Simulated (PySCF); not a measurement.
C₃H₃ClF₂, SMILES C/C(F)=C(\F)Cl.

Coordinates come from a B3LYP-D3(BJ)/def2-SVP optimisation.

All values below come from SMD-PBE0/6-31G* in PySCF.

Solvation free energies are E(SMD) − E(gas) at the gas-phase geometry, for 1 M in both phases. In vacuum the dipole moment is 1.85 D.

```tsv
solvent	ΔG(solv) (kcal/mol)	its non-electrostatic (CDS) part	dipole (D)
water	1.5	4.0	2.45
tetrahydrofuran	-2.1	0.0	2.35
dimethylsulfoxide	…	…	…
```

**Question.** What belongs in the gaps? (An estimate is asked for; the answer gives what the named calculation found.)

**Answer.** 
- dimethylsulfoxide, ΔG(solv) (kcal/mol): -1.1
- dimethylsulfoxide, its non-electrostatic (CDS) part: 1.3
- dimethylsulfoxide, dipole (D): 2.45
